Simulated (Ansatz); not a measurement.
`CO[SiH](Cl)OC` → `[CH2]` (triplet) + `CO[SiH](O)Cl`  (formal loss of a carbene)

Computed with Ansatz on PBE0-D4/def2-TZVP structures; ΔE is electronic, products minus reactants. CCSD(T)/CBS adds triple-zeta CCSD(T) − MP2 to the extrapolated MP2 energy (def2 sets, frozen cores). This one scheme is used for every species. Triplets are unrestricted, without spin–orbit coupling. One conformer a species, not always the lowest.

```csv
species,MP2/def2-TZVPP energy (Eh)
`CO[SiH](Cl)OC`,-979.35705
`[CH2]` (triplet),-39.05595
`CO[SiH](O)Cl`,-940.15870
```

(1) Work out ΔE.

Largest T1 diagnostic among the species: 0.011.

## Answers

(1) ΔE = (-39.05595) + (-940.15870) − (-979.35705) = 0.14240 Eh = +373.9 kJ/mol. CCSD(T)/CBS gives +375.3 kJ/mol.

The D4 term adds +10.2 kJ/mol with B3LYP and +5.7 kJ/mol with PBE0; it sums over pairs of atoms, weighted by their polarisabilities, and B3LYP, whose exchange is more repulsive, gets the larger term. From PBE to PBE0 (25 % exact exchange), in def2-TZVPP and without D4, ΔE moves by −8.7 kJ/mol. In def2-TZVPP, CCSD(T) changes the Hartree–Fock value by +125.9 kJ/mol (the triples alone add +10.3 kJ/mol) and MP2 by +133.8 kJ/mol.

B3LYP here is the variant with VWN-RPA as its local correlation; programs differ in this.
